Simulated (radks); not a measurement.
Dipole-allowed excitations along the series with 11 electrons in [Ne] 3s1. Method: scalar-relativistic Kohn-Sham, LDA (Slater exchange, Perdew-Wang correlation), spin-polarised, spherical densities, finite nucleus; open shells are filled with parallel spins first; Fermi nuclear charge, rms radius of each element as measured or else 0.836 A^(1/3) + 0.57 fm; computed with a radial shooting solver on a logarithmic mesh with Libxc functionals. Time-dependent linear response with the Hartree and adiabatic LDA kernel, continuum included through the Sternheimer equations, no spin-orbit coupling, so fine structure and intercombination lines are absent. Lines are the poles of the dipole polarisability below minus the highest occupied eigenvalue, found on a grid refined at the orbital gaps; the lowest seven at most are given, and weak or close lines can be missed. The first line takes the name of the lowest orbital gap if no other gap lies below it; otherwise a line is named after a gap within 0.6 % of it, if that gap stands alone.

species  -e(HOMO) (eV)  lowest orbital gap (eV)  first line (eV)      f  static alpha (bohr^3)  measured (eV)
Mg+             12.000              3s-3p 4.454    4.729 (3s-3p)  0.898                  30.35    3s-3p 4.430
Al2+            24.585              3s-3p 6.618    7.068 (3s-3p)  0.816                  12.49              -
Si3+            40.509              3s-3p 8.726    9.338 (3s-3p)  0.741                  6.556              -
P4+             59.652             3s-3p 10.810   11.577 (3s-3p)  0.678                  3.923              -
S5+             81.957             3s-3p 12.887   13.803 (3s-3p)  0.625                  2.552              -

Measured values: term averages from the NIST Handbook of Basic Atomic Spectroscopic Data.
